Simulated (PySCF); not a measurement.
PbCl2, SMILES [Cl][Pb][Cl] (connectivity only; charge and spin as stated), neutral, multiplicity 1.

Geometry optimised at B3LYP-D3(BJ)/def2-TZVP. The isomer is the one that the SMILES or the coordinates give; other isomers of the formula were not compared. The def2 effective core potentials stand for the cores of Pb; spin–orbit coupling is left out.

Two levels are set side by side: TDDFT-PBE/def2-SVPD (PySCF) and TDDFT-M06-2X/def2-SVPD (PySCF). Vertical, same geometry. The lowest singlet is HOMO−1→LUMO 100 % with PBE and HOMO→LUMO 99 % with the other functional; states are paired by order. Differences are taken from unrounded values.

```tsv
quantity	TDDFT-M06-2X
lowest singlet excitation (eV)	4.12
lowest triplet excitation (TDA) (eV)	3.41
```

Q: What does TDDFT-PBE give, and how far is it from TDDFT-M06-2X? (An estimate is asked for; the answer gives what the named calculation found.)

A: 
```json
[
 {"quantity": "lowest singlet excitation (eV)", "TDDFT-PBE": "3.33", "TDDFT-PBE minus TDDFT-M06-2X": "-0.79"},
 {"quantity": "lowest triplet excitation (TDA) (eV)", "TDDFT-PBE": "3.09", "TDDFT-PBE minus TDDFT-M06-2X": "-0.32"}
]
```

A lower first singlet is the usual sign of a functional without exact exchange. Differences between two approximate levels are no errors against the true value.

Rough cost on one machine, each run with all the roots and properties that it gave: TDDFT-M06-2X against TDDFT-PBE about 9 times.
